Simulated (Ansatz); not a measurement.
Basis-set extrapolation for CH$_{6}$Al$_{2}$O (PBE0-D4/def2-TZVP geometry, frozen core, Ansatz). Multiplicity 1, RHF reference.

```tsv
	def2-TZVPP	def2-QZVPP
HF	-600.081241	-600.101273
MP2 correlation	-0.581786	-0.624453
CCSD(T) correlation	-0.646601	not run
```

Energies in hartree. Use E(X) = E(∞) + A·exp(−7.88·√X) for Hartree–Fock and E(X) = E(∞) + B·X^(−2.97) for correlation, with X = 3 and 4, and add CCSD(T) minus MP2 of the smaller set to the MP2 limit.

What is the CCSD(T) energy at the basis-set limit?

HF limit: -600.101273 + (-0.020032) × 0.13774 = -600.10403. MP2 limit: -0.624453 + (-0.042667) × 0.74074 = -0.65606. Higher-order term: -0.646601 − (-0.581786) = -0.06481. Total: -600.82490 hartree, 254.8 kJ/mol below CCSD(T)/def2-TZVPP.
